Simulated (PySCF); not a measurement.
C₂HCl₃, charge -1, doublet, geometry from GFN2-xTB (a state made from the parent by changing its charge; the spin is typed, not shown lowest) (in this run its highest filled SCF level lies above zero, so its values depend strongly on the basis, on diffuse functions most of all). Base run: B3LYP/STO-3G run with PySCF.

Here is a job for PySCF.
```python
from pyscf import gto, scf, dft

mol = gto.Mole()
mol.atom = '''
    Cl    2.226117    0.553577    0.154628
    C     0.969458   -0.619131   -0.062098
    C    -0.269291   -0.357789    0.368194
    Cl   -1.127012    1.492696   -0.337171
    Cl   -1.425000   -1.611075    0.104396
    H     1.339223   -1.536843   -0.508058
'''
mol.basis = 'sto-3g'
mol.charge = -1
mol.spin = 1
mol.verbose = 4
mol.build()

mf = dft.UKS(mol)
mf.xc = 'b3lyp'
mf.kernel()
```

Each row names what was changed in the base input (with any setting that the change needs).

```tsv
change	ΔE vs base (mEh)	grid points	electrons on the grid
base	0.000	94688	65.00000
grids.atom_grid = (50, 194)	0.005	38640	64.99998
grids.becke_scheme = stratmann	0.000	94688	65.00000
grids.atom_grid = (75, 302)	0.000	84024	65.00000
small_rho_cutoff = 0	0.000	94688	65.00000
grids.atom_grid = (99, 590)	0.001	185424	65.00000
grids.level = 0	-79.373	7664	65.01138
grids.atom_grid = (150, 974)	0.001	460920	65.00000
grids.level = 1	0.010	31784	64.99998
grids.radi_method = mura_knowles	0.000	88424	65.00000
grids.level = 7	0.001	479200	65.00000
```

Open shells are given as the SCF converged; they aren't shown to be the lowest states, and a large step between rows can be another state.
